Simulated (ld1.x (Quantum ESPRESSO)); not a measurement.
u(r) = r·R(r): atom against pseudo-atom (caesium (Cs))

Columns: radius, all-electron u(r) and pseudo u(r) of the 6p shell (level -0.83 eV) of caesium in the configuration [Xe] 5d0.5 6s0.5 6p0; PBE, scalar-relativistic, TM semilocal scheme, ld1.x (Quantum ESPRESSO) 7.5.

```csv
r (bohr),all-electron,pseudo
0.210,-0.0501,0.0167
0.420,0.0418,0.0583
0.630,0.0721,0.1041
0.840,0.0128,0.1326
1.050,-0.0598,0.1342
1.260,-0.1108,0.1148
1.470,-0.1344,0.0880
1.680,-0.1346,0.0644
1.890,-0.1177,0.0483
2.100,-0.0896,0.0396
2.310,-0.0550,0.0373
2.520,-0.0172,0.0409
2.730,0.0214,0.0515
2.940,0.0592,0.0704
3.150,0.0955,0.0977
3.360,0.1297,0.1298
3.570,0.1615,0.1615
3.780,0.1908,0.1908
3.990,0.2175,0.2175
4.200,0.2417,0.2417
4.410,0.2635,0.2635
4.620,0.2830,0.2830
4.830,0.3004,0.3004
5.040,0.3158,0.3158
5.250,0.3293,0.3293
5.460,0.3410,0.3410
```

Problem. How many radial nodes do the two functions have?

Solution. The all-electron 6p function has n − l − 1 = 4 (the table is too coarse to show those close to the nucleus); the pseudo-wave has 0, since the states of the same l below it are removed with the core.

Problem. At about which radius was the pseudo-wave matched?

Solution. 3.55 bohr, where the columns begin to agree (steps of 0.21 bohr).

Problem. Is the pseudo-wave norm-conserving?

Solution. Yes: the TM semilocal scheme keeps the norm inside the radius equal to the all-electron one, which fixes the energy derivative of the logarithmic derivative at the level.
